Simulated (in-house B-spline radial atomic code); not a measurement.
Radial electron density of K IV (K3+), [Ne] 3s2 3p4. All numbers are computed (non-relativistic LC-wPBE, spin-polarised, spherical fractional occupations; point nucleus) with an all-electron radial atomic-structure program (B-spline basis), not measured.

Caution: exact exchange at fractional occupations of open shells leaves self-interaction of up to several eV.

Columns: r (bohr), 4πr²n(r) (electrons per bohr), bar.

```
 0.00307   0.4797 #
 0.00367   0.6701 #
 0.00438    0.929 ##
 0.00524    1.287 ##
 0.00626    1.767 ###
 0.00748    2.408 #####
 0.00894    3.254 ######
  0.0107     4.36 ########
  0.0128    5.762 ###########
  0.0153    7.488 ###############
  0.0183    9.562 ###################
  0.0218    11.89 #######################
  0.0261    14.49 ############################
  0.0312     17.1 #################################
  0.0372    19.44 ######################################
  0.0445    21.23 #########################################
  0.0532    22.11 ###########################################
  0.0636    21.85 ##########################################
   0.076    20.52 ########################################
  0.0908    18.51 ####################################
   0.109    16.57 ################################
    0.13    15.68 ##############################
   0.155    16.36 ################################
   0.185    18.51 ####################################
   0.222     21.2 #########################################
   0.265     22.7 ############################################
   0.316    21.78 ##########################################
   0.378    18.15 ###################################
   0.452    12.97 #########################
    0.54    8.243 ################
   0.646    5.492 ###########
   0.772    4.979 ##########
   0.922    5.574 ###########
     1.1    5.809 ###########
    1.32    4.924 ##########
    1.57    3.337 ######
    1.88    1.718 ###
    2.25   0.6683 #
    2.69   0.1933 
    3.21  0.04007 
    3.84 0.005381 
    4.59 0.0004538
```

On this grid the curve has 3 maxima, near 0.0532, 0.265, 1.1 bohr.

The 3p down radial function P(r) = rR(r), positive near the nucleus:

```
r (bohr)          P
 0.00367  0.0009795
 0.00524   0.001967
 0.00748   0.003924
  0.0107   0.007789
  0.0153    0.01525
  0.0218    0.02912
  0.0312    0.05463
  0.0445    0.09823
  0.0636     0.1683
  0.0908     0.2675
    0.13     0.3837
   0.185     0.4678
   0.265     0.4355
   0.378     0.1959
    0.54    -0.2514
   0.772    -0.7275
     1.1    -0.9435
    1.57    -0.7591
    2.25    -0.3723
    3.21    -0.1032
    4.59   -0.01279
```
